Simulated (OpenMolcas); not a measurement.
# Computed levels of Rb

```
Program             : OpenMolcas 26.06
Method              : XMS-CASPT2, IPEA 0.25 Eh, imaginary shift 0.1 Eh (closed shells correlated: 4s 4p)
Basis               : ANO-RCC-VTZP [7s6p3d1f]
Scalar Hamiltonian  : DKH2, point nucleus
Active space        : 1 electron in 9 orbitals (4d 5s 5p)
State averaging     : 2S+1 = 2 even, 1 root; 2S+1 = 2 odd, 3 roots
Spin-orbit coupling : RASSI with atomic mean-field integrals over the reference wave functions, term energies averaged over their components
```

With spin-orbit coupling, above the lowest level:

```
Configuration  Term    J  E (eV)  Measured (eV)  Term weight %
           5s    2S  1/2  0.0000         0.0000            100
           5p   2P*  1/2   1.548         1.5596            100
           5p   2P*  3/2   1.565         1.5890            100
```

Against the 2 measured excited levels shown (NIST Handbook of Basic Atomic Spectroscopic Data) the mean absolute deviation is 150 cm-1; the largest miss in energy is 5p 2P* 3/2: computed 1.565, measured 1.5890 eV (-1.5 %).

ANO sets are built for ground and valence states and can reach diffuse excited orbitals poorly. With one active electron, CASPT2 adds the correlation within the correlated inactive shells and between them and that electron, and leaves the splitting within a term as the reference gives it. No level of 4d was computed, though it lies in the active space. Measured partners are found by configuration, term and J. A level has none where our copy of the source lacks it or the pairing is in doubt (some pairs that miss far off the trend of their configuration count as doubtful), and it then counts in no deviation. Only configurations of the active space appear. The first state left out of the spin-orbit step lies near 63000 cm-1 above the lowest spin-free state of the reference (among the parities and spins computed), and the list stops at four fifths of that energy or lower.

The term weight is that of the spin-free term in the level, not the purity of its configuration. * marks odd parity.
